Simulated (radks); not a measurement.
Problem. The potassium ion K3+, 16 electrons, occupied as [Ne] 3s2 3p4 (the NIST ground configuration). Calculated with a radial shooting solver on a logarithmic mesh with Libxc functionals: scalar-relativistic Kohn-Sham, PBE, spin-polarised, spherical densities, point nucleus; open shells are filled with parallel spins first. Some entries of the table are withheld. Estimate them.

orbital,occ.,eigenvalue (Ry),<r> (bohr)
1s up,1,-262.1217,0.08105
1s down,1,-262.0807,0.08104
2s up,1,-29.10548,0.3872
2s down,1,-29.07002,0.3870
2p up,3,-23.73984,0.3499
2p down,3,-23.68843,0.3498
3s up,1,-5.41503,1.198
3s down,1,-5.19547,1.205
3p up,3,(1),(2)
3p down,1,(3),(4)

Solution. 
(1) 3p up eigenvalue (Ry): -4.11562
(2) 3p up <r> (bohr): 1.288
(3) 3p down eigenvalue (Ry): -3.90638
(4) 3p down <r> (bohr): 1.302
